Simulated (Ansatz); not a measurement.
Ideal-gas functions of `F[SiH](F)[Si](Cl)(Cl)Cl` at 400 K and 1 bar, from an Ansatz frequency run at PBE0-D4/def2-TZVP.

Molar mass 201.54 g/mol, point group Cs (symmetry number 1), electronic degeneracy 1, moments of inertia 459.563, 685.841, 741.473 u Å². Harmonic wavenumbers (cm⁻¹, unscaled): 25, 66, 73, 153, 153, 176, 210, 262, 336, 382, 561, 598, 606, 811, 816, 884, 960, 2267.

Use S(trans) = R[1.5 ln M + 2.5 ln T − 1.1517]; rotational temperatures θ = 24.2544 K / I; S(rot) = R[ln(√π/σ · √(T³/θAθBθC)) + 1.5]; for each mode x = 1.438777 ν̃/T, S = R[x/(eˣ − 1) − ln(1 − e⁻ˣ)] and H = RT x/(eˣ − 1); 1 cm⁻¹ = 0.0119627 kJ/mol; R = 8.31446 J/(mol·K).

Q: By hand: the entropy, in J/(mol·K).

A: Translation 181.1. Rotation: θ = 0.0528, 0.0354, 0.0327 K, giving 132.3. Vibration, mode by mode: 28.35, 20.29, 19.46, 13.38, 13.38, 12.25, 10.84, 9.11, 7.23, 6.30, 3.76, 3.38, 3.31, 1.85, 1.82, 1.50, 1.21, 0.02, in all 157.4. Electronic 0.0. Sum 470.8 J/(mol·K).

Q: By hand: H − E and G − E in kJ/mol, counted from the electronic energy.

A: Zero-point energy ½ × 9339 × 0.0119627 = 55.9; thermal vibration 28.7; translation, rotation and pV give 4 RT = 13.3. H − E = 97.9 kJ/mol, and G − E = 97.9 − 400 × 470.8/1000 = -90.4 kJ/mol.

Vibration gives 33 % of the entropy, 68.1 J/(mol·K) of it from the modes under 150 cm⁻¹: soft modes count most, and the harmonic formula is weakest for them. The sum counts one conformer and one mirror image; others add a mixing term.
